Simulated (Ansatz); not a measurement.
Reaction (cleavage of the Sb–Al bond): `[F][AlH][SbH2]` + `[OH][GaH2]` → `[GaH2][O][SbH2]` + `[F][AlH2]`

Program: Ansatz. Geometries: PBE0-D4/def2-TZVP. ΔE: electronic, gas phase. CCSD(T)/CBS adds triple-zeta CCSD(T) − MP2 to the extrapolated MP2 energy (def2 sets, frozen cores). This one scheme is used for every species. DFT in def2-TZVPP. B3LYP here is the variant with VWN-RPA as its local correlation; programs differ in this. HSE06 is defined as in plane-wave codes. def2 core potentials past Kr. For Ga, Sb outer-core shells are correlated without core-valence functions, which leaves a few kJ/mol of doubt a bond. Scalar relativity is left out up to krypton.

| level | ΔE (kJ/mol) | difference from CCSD(T)/CBS |
| --- | --- | --- |
| LDA (SPW92) | 81.3 | 18.8 |
| BLYP-D4 | 50.0 | -12.5 |
| r2SCAN-D4 | 66.4 | 3.9 |
| B97M-V | 37.6 | -24.9 |
| PBE0-D4 | 75.3 | 12.8 |
| B3LYP-D4 | 55.6 | -6.9 |
| r2SCANh-D4 | 69.0 | 6.5 |
| HSE06-D4 | 75.8 | 13.3 |
| BHLYP-D4 | 56.3 | -6.2 |
| CAM-B3LYP-D4 | 54.1 | -8.4 |
| ωB97X-V | 57.3 | -5.2 |
| ωB97M-V | 61.6 | -0.9 |
| B2PLYP | 58.4 | -4.1 |
| PBE-QIDH | 72.8 | 10.3 |
| PBE | 74.0 | 11.5 |
| revPBE | 72.6 | 10.1 |
| BLYP | 55.9 | -6.6 |
| r2SCAN | 67.0 | 4.5 |
| PBE0 | 77.6 | 15.1 |
| B3LYP | 60.1 | -2.4 |
| r2SCANh | 69.7 | 7.2 |
| HSE06 | 78.0 | 15.5 |
| BHLYP | 60.1 | -2.4 |
| CAM-B3LYP | 56.5 | -6.0 |
| LC-ωPBE | 67.3 | 4.8 |
| RPA@PBE/def2-TZVPP | 52.6 | -9.9 |
| HF/def2-SVP | 65.1 | 2.6 |
| MP2/def2-SVP | 63.2 | 0.7 |
| CCSD/def2-SVP | 66.3 | 3.8 |
| CCSD(T)/def2-SVP | 65.0 | 2.5 |
| HF/def2-TZVPP | 53.5 | -9.0 |
| MP2/def2-TZVPP | 64.4 | 1.9 |
| SCS-MP2/def2-TZVPP | 54.6 | -7.9 |
| CCSD/def2-TZVPP | 63.0 | 0.5 |
| CCSD(T)/def2-TZVPP | 62.5 | 0.0 |
| HF/def2-QZVPP | 49.6 | -12.9 |
| MP2/def2-QZVPP | 63.1 | 0.6 |
| SCS-MP2/def2-QZVPP | 53.7 | -8.8 |
| HF/CBS(def2) | 49.1 | -13.4 |
| CCSD/CBS(def2) | 63.1 | 0.6 |
| CCSD(T)/CBS | 62.5 | 0 |

Largest T1 diagnostic among the species: 0.016.

In def2-TZVPP, CCSD(T) changes the Hartree–Fock value by +9.0 kJ/mol (the triples alone add −0.5 kJ/mol) and MP2 by +10.9 kJ/mol. Leaving LDA and LC-ωPBE aside and taking each functional with its dispersion term where it has one, the values spread over 38.3 kJ/mol, from B97M-V to HSE06-D4. LDA lies +7.2 kJ/mol from PBE without D4. From r2SCAN to r2SCAN0 (25 % exact exchange), in def2-TZVPP and without D4, ΔE moves by +6.5 kJ/mol.
